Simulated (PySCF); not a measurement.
Si(Me)3(NMe2) (C5H15NSi), SMILES CN(C)[Si](C)(C)C. Atoms are numbered in the order given.

```xyz
22

C      1.7131    -1.0617     0.9993
N      1.1390    -0.0851     0.1121
C      2.0082     0.2607    -0.9811
Si    -0.5962     0.1339     0.0008
C     -1.4276    -1.2185    -1.0186
C     -1.3141     0.1129     1.7380
C     -0.9382     1.7981    -0.8037
H      1.0459    -1.2635     1.8499
H      1.9244    -2.0334     0.5032
H      2.6729    -0.7015     1.4173
H      2.2439    -0.6006    -1.6426
H      1.5614     1.0459    -1.6082
H      2.9751     0.6519    -0.6100
H     -1.2499    -2.2118    -0.5757
H     -2.5179    -1.0685    -1.0799
H     -1.0328    -1.2362    -2.0472
H     -0.8002     0.8384     2.3877
H     -1.2482    -0.8792     2.2109
H     -2.3811     0.3849     1.7009
H     -2.0172     2.0162    -0.7582
H     -0.6464     1.8226    -1.8651
H     -0.4050     2.6077    -0.2815
```

Coordinates come from a PBE0-D3(BJ)/def2-SVP optimisation. The isomer is the one that the SMILES or the coordinates give; other isomers of the formula were not compared. Other conformers were not sampled.

The numbers are results of HF/pcSseg-1 in PySCF, not measurements.

GIAO shieldings, no solvent; atoms listed in one row are averaged. δ = σ(ref) − σ: ¹³C against TMS (σ = 192.6 ppm); ¹⁵N against NH3 (σ = 267.3 ppm); ²⁹Si against TMS (σ = 393.8 ppm); ¹H against TMS (σ = 31.99 ppm), references at their B3LYP-D3(BJ)/def2-TZVP geometries, non-relativistic.

```tsv
nucleus	atoms	count	δ (ppm)
¹³C	C1, C3	2	36.6
¹³C	C5, C6, C7	3	1.1
¹⁵N	N2	1	4.0
²⁹Si	Si4	1	6.2
¹H	H8, H9, H10, H11, H12, H13	6	2.50
¹H	H20, H21, H22, H17, H18, H19	6	0.37
¹H	H14, H15, H16	3	0.15
```
